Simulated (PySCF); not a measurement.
Worked example: chemical shift, span and skew from a shielding tensor

C2H5FOSi2, SMILES F[Si@@H]1OC=C[SiH2]1. Atoms are numbered in the order given.

```xyz
11

F      1.9406    -0.3971     1.0962
Si     1.0826     0.0595    -0.2110
O      0.1996     1.4578     0.2084
C     -1.1549     1.3330     0.3278
C     -1.8528     0.2160     0.0183
Si    -0.8339    -1.2235    -0.6032
H      2.0624     0.4530    -1.2457
H     -1.6125     2.2559     0.6996
H     -2.9367     0.2346     0.1595
H     -0.9429    -2.4642     0.2111
H     -1.0662    -1.5652    -2.0348
```
Charge 0, spin multiplicity 1.

Geometry: TPSSh-D3(BJ)/def2-SVP. The structure was generated by enumeration; whether it is a known compound was not checked.

GIAO shieldings from PBE/pcSseg-1 in PySCF, non-relativistic, no solvent. The symmetric part of the tensor of Si6 has the principal values 395.2, 433.6, 460.4 ppm. The same nucleus in TMS has σ = 335.4 ppm at this level (PySCF, at its B3LYP-D3(BJ)/def2-TZVP geometry).

Task: Work out the isotropic shielding, the ²⁹Si shift against TMS, the span and the skew.

Result: 
σ(iso) = (σ11 + σ22 + σ33)/3 = 429.7 ppm. δ = σ(ref) − σ(iso) = 335.4 − (429.7) = -94.3 ppm.
Span Ω = σ33 − σ11 = 65.2 ppm. Skew κ = 3(σ(iso) − σ22)/Ω = -0.18. Tumbling in solution averages the tensor to δ; in a static solid the shielding alone would spread this spin-1/2 line over Ω.
